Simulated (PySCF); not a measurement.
## Basis and Hamiltonian dependence of the excitation energy of Sr

Sr [Kr] 5s2 (1S) → Sr [Kr] 5s1 6s1, s spin flipped. All values are computed (PySCF 2.14, energy differences of UHF-based or UKS calculations, no spin-orbit coupling). Values in eV.

| basis | Hamiltonian | functions | UHF | r2SCAN | PBE0 | MP2 (valence) |
| --- | --- | --- | --- | --- | --- | --- |
| aug-cc-pVDZ-X2C | spin-free X2C | 45 | 0.000 | 0.000 | 0.000 | 0.000 |
| def2-QZVPPD with the def2 core potential (28 electrons) | ECP | 63 | 0.000 | 0.000 | 0.000 | 0.000 |
| x2c-TZVPPall with one added diffuse shell each of s, p, d, f type | spin-free X2C | 95 | 0.000 | 0.000 | 0.000 | 0.000 |
| aug-cc-pwCVTZ-X2C with one added diffuse shell each of s, p, d, f type | spin-free X2C | 109 | 0.000 | 0.000 | 0.000 | 0.000 |

Frozen in the all-electron rows: valence: [Kr]; with a core potential, the same shells as far as they lie outside it.

In the upper determinant the s electron has its spin opposite to the other open shell, which mixes two multiplicities.
